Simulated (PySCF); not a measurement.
Static response to an electric field

Compound: C5H11NO.
Geometry (GFN2-xTB, Å), atoms numbered from 1 in this order:
```xyz
18
C5H11NO angstrom
C      3.025    0.636    0.160
O      1.675    0.315    0.358
C      1.069   -0.309   -0.721
C     -0.244   -0.451   -0.907
N     -1.315    0.042   -0.181
C     -1.101    0.495    1.173
C     -2.577   -0.636   -0.360
H      3.381    1.061    1.098
H      3.620   -0.254   -0.082
H      3.150    1.374   -0.642
H      1.750   -0.722   -1.453
H     -0.539   -0.984   -1.800
H     -0.175    1.055    1.226
H     -1.931    1.142    1.461
H     -1.047   -0.341    1.884
H     -2.732   -0.861   -1.414
H     -3.381    0.020   -0.024
H     -2.638   -1.574    0.212
```

Level: PBE0/def2-SVPD (PySCF), static field, nuclei fixed, core orbitals frozen in the response. The polarisability tensor in these axes (au):

```
x   108.95   7.17  -2.61
y     7.17  64.76   4.73
z    -2.61   4.73  70.66
```

**Question.** Give the principal values, the mean and the anisotropy Δα = √{½[(α1 − α2)² + (α2 − α3)² + (α1 − α3)²]}.

**Answer.** Principal values 60.95, 73.25 and 110.17 au; mean 81.46 au = 12.07 Å³ = 13.43 × 10⁻⁴⁰ C²·m²/J; Δα = 44.37 au (54 % of the mean).

**Question.** What is the dipole moment, and where does it point?

**Answer.** (0.12, -0.20, -0.23) D, 0.33 D in size, pointing from the negative to the positive side. Measured along this direction, the outermost atoms are H14 at the negative end and H11 at the positive end.

**Question.** Form Σ f/ω² (atomic units) for the 6 lowest TDDFT singlets, given as eV and f, and set it beside the mean polarisability, which is this sum over all singlets: 4.68, 0.0445; 5.27, 0.0154; 5.46, 0.1108; 5.84, 0.2658; 5.94, 0.0056; 6.38, 0.0097.

**Answer.** They add up to 10.73 au, 13.2 % of the 81.46 au; the largest single term is 5.77 au, from the state at 5.84 eV. Terms in order: 1.50, 0.41, 2.75, 5.77, 0.12, 0.18 au. Higher excitations give the rest. The strengths listed sum to 0.452.

**Question.** Find the Langevin capture rate constant for H3+ (3.023 u) meeting this molecule (101.084 u), k = 2.342 × 10⁻⁹ cm³/s × √(α in Å³ / reduced mass in u).

**Answer.** The reduced mass is 2.94 u, so k = 4.75 × 10⁻⁹ cm³/s. The formula leaves out the permanent dipole, which adds to the capture rate.

**Question.** What depolarisation ratio follows for Rayleigh scattering of linearly polarised light, taking the static tensor?

**Answer.** ρ = 3Δα²/(45ᾱ² + 4Δα²) = 5906.1/(298607 + 7874.8) = 0.0193.

**Question.** Give the principal axes and the span of the nuclei along them.

**Answer.** Largest value along (0.99, 0.15, -0.05), where the nuclei span 6.87 Å; middle along (-0.03, 0.47, 0.88), 3.92 Å; least along (-0.16, 0.87, -0.47), 2.07 Å. The response follows the extents in order.

Geometry: GFN2-xTB, one conformer, isolated molecule.
